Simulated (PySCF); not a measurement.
## Calculated data, CH$_{6}$N$_{2}$Si, CH$_{5}$NSi$_{2}$, H$_{5}$N$_{2}$Si$_{2}$, AlH$_{4}$N$_{2}$Si

Computed with PySCF 2.14.0. Calculation on a computer-drawn molecule: the log of a Hartree-Fock and frozen-core CCSD(T) single point meant for a local Hartree-Fock minimum, with one planted fault or none, to be diagnosed. Offsets are logged minus clean, where the clean run is the same molecule without the fault. The reference is restricted for singlets and unrestricted otherwise, and also for a bond in bohr or an excited solution. Adding or removing an electron swaps singlet and doublet. The excited solution moves the top pair (singlet) or top alpha electron (doublet) to the lowest empty orbital. Highest occupied and lowest empty are orbital energies over both spins, largest force is the largest gradient component, triples share is (T) over the correlation energy, the T1 limit is 0.02 restricted and 0.045 unrestricted, electrons count all cores, a negative frequency is imaginary (commonest isotopes), and the dipole is about the centre of nuclear charge.

Common to all runs: meant basis cc-pV(D+d)Z; logged SCF converged yes; logged CC converged yes; logged SCF stable within its kind yes; possible faults no fault, one electron removed, one electron added, multiplicity raised by two, geometry at a saddle point, SCF held on an excited solution, minimal basis STO-3G, one bond length entered in bohr, all coordinates scaled.

(1) CH$_{6}$N$_{2}$Si

Logged structure:
```xyz
10
CH6N2Si
N     -2.8929     0.9869     0.1186
Si    -1.9896     0.3516    -1.0037
C     -0.2359     0.9475    -1.2847
N      0.6858    -0.1880    -1.2150
H     -3.8376     0.6944     0.2903
H     -2.3506    -0.7304    -1.9456
H     -0.0078     1.7765    -0.6057
H     -0.2017     1.3518    -2.3021
H      0.8280    -0.4628    -0.2574
H      1.5918     0.0737    -1.5645
```

- meant charge: 0
- meant multiplicity: 1
- logged electrons: 40
- logged basis functions: 95
- logged spin squared: 0
- logged highest occupied: -9.8823 eV
- logged lowest empty: 2.7031 eV
- logged largest force: 3.717e-05 hartree/bohr
- logged lowest frequency: 49.269 cm⁻¹
- logged T1 diagnostic: 0.015176
- logged D1 diagnostic: 0.056404
- logged triples share: 0.03088
- logged dipole magnitude: 2.4027 debye
- logged energy HF: -439.15589 hartree
- logged energy CCSD(T): -439.79698 hartree
- planted fault: no fault
- HF energy offset from clean run: 0 kcal/mol
- CCSD(T) energy offset from clean run: 0 kcal/mol

Drawn bonds:
```
atom  other atom  order
   1           2      2
   2           3      1
   3           4      1
   1           5      1
   2           6      1
   3           7      1
   3           8      1
   4           9      1
   4          10      1
```

(2) CH$_{5}$NSi$_{2}$

Logged structure:
```xyz
9
CH5NSi2
N     -2.5320     2.4501     0.9091
Si    -1.0145     2.8552     0.8593
C      0.5241     1.7884     0.9266
Si     0.5409     0.3900    -0.3794
H     -2.8741     1.5142     1.0234
H     -0.6933     4.2786     0.6830
H      1.3938     2.4428     0.8189
H      0.5325     1.3416     1.9299
H     -0.4887    -0.4789     0.3149
```

- meant charge: 0
- meant multiplicity: 1
- logged electrons: 46
- logged basis functions: 99
- logged spin squared: 0
- logged highest occupied: -9.0166 eV
- logged lowest empty: 0.40072 eV
- logged largest force: 3.645e-05 hartree/bohr
- logged lowest frequency: 34.69 cm⁻¹
- logged T1 diagnostic: 0.017891
- logged D1 diagnostic: 0.057132
- logged triples share: 0.034641
- logged dipole magnitude: 3.2108 debye
- logged energy HF: -673.01343 hartree
- logged energy CCSD(T): -673.57236 hartree
- planted fault: no fault
- HF energy offset from clean run: 0 kcal/mol
- CCSD(T) energy offset from clean run: 0 kcal/mol

Drawn bonds:
```
atom  other atom  order
   1           2      2
   2           3      1
   3           4      1
   1           5      1
   2           6      1
   3           7      1
   3           8      1
   4           9      1
```

(3) H$_{5}$N$_{2}$Si$_{2}$

Logged structure:
```xyz
9
H5N2Si2
N     -2.4328     0.9057    -2.3327
Si    -1.8189    -0.3696    -1.7219
N     -1.1110    -0.0852    -0.1127
Si    -0.3439    -1.0165     0.9911
H     -2.9001     1.1106    -3.1921
H     -1.6130    -1.7861    -2.0275
H     -1.2403     0.8938     0.1257
H     -0.1365    -2.4274     0.6905
H      0.1104    -0.4174     2.2393
```

- meant charge: 1
- meant multiplicity: 1
- logged electrons: 46
- logged basis functions: 99
- logged spin squared: 0
- logged highest occupied: -14.319 eV
- logged lowest empty: -4.6953 eV
- logged largest force: 3.163e-05 hartree/bohr
- logged lowest frequency: 103.54 cm⁻¹
- logged T1 diagnostic: 0.021177
- logged D1 diagnostic: 0.072588
- logged triples share: 0.033131
- logged dipole magnitude: 7.1556 debye
- logged energy HF: -689.42683 hartree
- logged energy CCSD(T): -689.99531 hartree
- planted fault: no fault
- HF energy offset from clean run: 0 kcal/mol
- CCSD(T) energy offset from clean run: 0 kcal/mol

Drawn bonds:
```
atom  other atom  order
   1           2      2
   2           3      1
   3           4      1
   1           5      1
   2           6      1
   3           7      1
   4           8      1
   4           9      1
```

Notes: T1 above single-reference limit.

(4) AlH$_{4}$N$_{2}$Si

Logged structure:
```xyz
8
AlH4N2Si
N      1.5099    -1.0934    -1.6576
Si     0.4353    -0.5963    -0.6374
N     -1.2623    -0.6133    -0.6844
Al    -2.4065    -1.2205    -1.9513
H      1.3874    -1.5255    -2.5512
H      0.8852     0.0107     0.6202
H     -1.6913    -0.2146     0.1379
H     -3.9460    -1.0417    -1.5928
```

* meant charge: 0
* meant multiplicity: 2
* logged electrons: 45
* logged basis functions: 32
* logged spin squared: 0.9563
* logged highest occupied: -4.5156 eV
* logged lowest empty: 7.2689 eV
* logged largest force: 0.036945 hartree/bohr
* logged T1 diagnostic: 0.043976
* logged D1 diagnostic: 0.22041
* logged triples share: 0.033801
* logged dipole magnitude: 2.7302 debye
* logged energy HF: -634.31977 hartree
* logged energy CCSD(T): -634.54014 hartree
* planted fault: minimal basis STO-3G
* HF energy offset from clean run: 4874 kcal/mol
* CCSD(T) energy offset from clean run: 5066 kcal/mol

Drawn bonds:
```
atom  other atom  order
   1           2      2
   2           3      1
   3           4      1
   1           5      1
   2           6      1
   3           7      1
   4           8      1
```
